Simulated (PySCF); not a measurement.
**Stationary points of WOF₄**

Level of theory: PBE0 in PySCF with W def2-TZVP with ECP60, O def2-TZVP, F def2-TZVP; scalar-relativistic core potentials, no spin–orbit coupling; density-fitted integrals.

Relaxations began from a few typed shapes. The search is not exhaustive: other isomers or separated fragments can lie lower, and high-lying points may rest on an excited occupation.

Q: Which is the lowest minimum found?
A. singlet C4v: W–F 1.848 Å (×4), W–O 1.671 Å; F–W–F 86.1° (×4), F–W–F 149.8° (×2), F–W–O 105.1° (×4)
B. singlet C3v: W–F 1.825 Å (×3), W–F 1.918 Å, W–O 1.697 Å; F–W–F 85.5° (×3), F–W–F 119.4° (×3), F–W–O 94.5° (×3), F–W–O 180.0°

A: A. The others lie at 88.5 (singlet C3v) kJ/mol above it.

Formally W is in oxidation state +6, d0. The polar-tensor charge on W, 3.31, is far below the formal one.

For the lowest minimum: no spin–orbit coupling is included, which matters more the heavier the element.
